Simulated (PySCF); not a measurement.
All values below come from PBE-D3(BJ)/def2-TZVP // B3LYP-D3(BJ)/def2-SVP in PySCF 2.14.0. Gas-phase values, no solvent. One relaxed conformer stands for a flexible species; it need not be the lowest. Excitations are Tamm–Dancoff values on a coarser integration grid. The basis has no diffuse functions, so Rydberg states are missing or too high.

Reference species (SMILES): `C=CC(=C)c1ccc([SiH3])cc1` (C–C–C–C torsion -170°, C–C–C–C torsion -127°) (neutral, multiplicity 1).

```
Item                                            Value
-------------------------------------------  --------
T1 excitation (TDA)                           3.02 eV
brightest of the four lowest singlets (TDA)   4.42 eV
LUMO                                         -2.12 eV
```

After one change: the T1 excitation (TDA) decreases by 0.63 eV; the brightest of the four lowest singlets (TDA) drops by 0.27 eV; the LUMO falls by 0.46 eV.

Name the change that produced these shifts. The new species is one of these.
A. `C=C/C=C\c1cccc([SiH3])c1` (C–C–C–C torsion -175°, C–C–C–C torsion -146°)
B. `C=C/C([SiH3])=C\c1ccccc1` (C–C–C–Si torsion -18°, C–C–C–C torsion 148°)
C. `C=C/C=C/c1ccc([SiH3])cc1` (C–C–C–C torsion 180°, C–C–C–C torsion -2°)
D. `C=CC(=C)c1cccc([SiH3])c1` (C–C–C–C torsion 171°, C–C–C–C torsion 126°)

C, `C=C/C=C/c1ccc([SiH3])cc1` (C–C–C–C torsion 180°, C–C–C–C torsion -2°)
